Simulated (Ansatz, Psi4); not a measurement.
**From Ansatz to Psi4**

Ansatz 0.2.0 runs this on triplet InF:

input.yaml:
```yaml
crystal:
  periodic: [false, false, false]
  atoms:
    - symbol: F
      position_ang: [0.000000, 0.000000, 0.015910]
    - symbol: In
      position_ang: [-0.000000, -0.000000, 2.009580]
basis:
  gaussian:
    orbitals: def2-TZVPP
hamiltonian:
  xc: hf
magnetization:
  spin_polarized: true
  initial_magnetization: 2
output: {orbitals: {seedname: orbitals}}
accuracy: high
```

```bash
$ ansatz run input.yaml --threads 1 --pin off --max-ram 3480MiB --events-out events.jsonl --progress --plain --runs-dir runs
```

The shape is that of a PBE0-D4/def2-TZVP optimisation. That shape belongs to the parent species and isn't relaxed for this state.

It gives a total energy of -288.653458 Eh.

**Question.** Write the same calculation for Psi4 1.11 as a QCSchema file.

**Answer.** For example:

job.json:
```json
{
  "schema_name": "qcschema_input",
  "schema_version": 1,
  "molecule": {
    "schema_name": "qcschema_molecule",
    "schema_version": 2,
    "symbols": ["F", "In"],
    "geometry": [0.0, 0.0, 0.03006554, 0.0, 0.0, 3.79755583],
    "molecular_charge": 0,
    "molecular_multiplicity": 3,
    "fix_symmetry": "c1",
    "fix_com": true,
    "fix_orientation": true
  },
  "driver": "energy",
  "model": {
    "method": "scf",
    "basis": "def2-TZVPP"
  },
  "keywords": {
    "reference": "uhf",
    "puream": true,
    "e_convergence": 1e-09,
    "d_convergence": 1e-08,
    "scf_type": "pk",
    "maxiter": 100,
    "scf_properties": ["QUADRUPOLE", "MAYER_INDICES", "LOWDIN_CHARGES"]
  }
}
```

```bash
$ psi4 --qcschema job.json -n 1 --memory 2200MB
```

Its energy is -288.653458 Eh, the same as the first but for the last digit, at most.
